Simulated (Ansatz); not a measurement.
`[SiH3][AlH][SH]` + CH₃NH₂ → `C[NH][AlH][SH]` + SiH₄ at 500 K and 1 bar (cleavage of the Al–Si bond).

Calculated with Ansatz (gas phase, PBE0-D4/def2-TZVP geometries, no zero-point term in ΔE). CCSD(T)/CBS adds triple-zeta CCSD(T) − MP2 to the extrapolated MP2 energy (def2 sets, frozen cores). This one scheme is used for every species. One conformer a species, not always the lowest.

```json
{"species": "`[SiH3][AlH][SH]`", "CCSD(T)/CBS energy (Eh)": "-931.90162", "H − E (kJ/mol)": "149.9", "S (J/(mol·K))": "399.6"}
{"species": "CH₃NH₂", "CCSD(T)/CBS energy (Eh)": "-95.75281", "H − E (kJ/mol)": "191.8", "S (J/(mol·K))": "270.3"}
{"species": "`C[NH][AlH][SH]`", "CCSD(T)/CBS energy (Eh)": "-736.22383", "H − E (kJ/mol)": "230.9", "S (J/(mol·K))": "405.3"}
{"species": "SiH₄", "CCSD(T)/CBS energy (Eh)": "-291.46306", "H − E (kJ/mol)": "102.4", "S (J/(mol·K))": "230.9"}
```

H − E and S are ideal-gas, rigid-rotor, harmonic terms from PBE0-D4/def2-TZVP, for one conformer and one mirror image of each species. 1 Eh = 2625.50 kJ/mol, R = 8.31446 J/(mol·K).

**Question.** By hand: ΔE, ΔH, ΔS and ΔG.

**Answer.** ΔE = (-736.22383) + (-291.46306) − (-931.90162) − (-95.75281) = -0.03246 Eh = -85.2 kJ/mol. Δ(H − E) = 230.9 + 102.4 − 149.9 − 191.8 = -8.4, so ΔH = -93.6 kJ/mol. ΔS = 405.3 + 230.9 − 399.6 − 270.3 = -33.7 J/(mol·K). ΔG = -93.6 − 500 × (-33.7)/1000 = -76.8 kJ/mol.

**Question.** By hand: the equilibrium constant, and the temperature at which ΔG would vanish if ΔH and ΔS stayed fixed.

**Answer.** log₁₀ K = −ΔG/(RT ln 10) = 8.0. ΔG = 0 at ΔH/ΔS = 2777 K, far beyond where these terms or the molecules hold.

ΔH outweighs TΔS. A doubt of 5 kJ/mol in ΔE shifts log₁₀ K by 0.5 here. Other conformers and mirror images would add mixing entropy, several J/(mol·K) or more a flexible species. Modes under 60 cm⁻¹, often nearly free rotors, make the harmonic entropy too high. These are equilibria of isolated gas molecules and say nothing of rates. Largest T1 diagnostic: 0.013 (customary marks: 0.02 for closed shells, 0.045 for open ones).
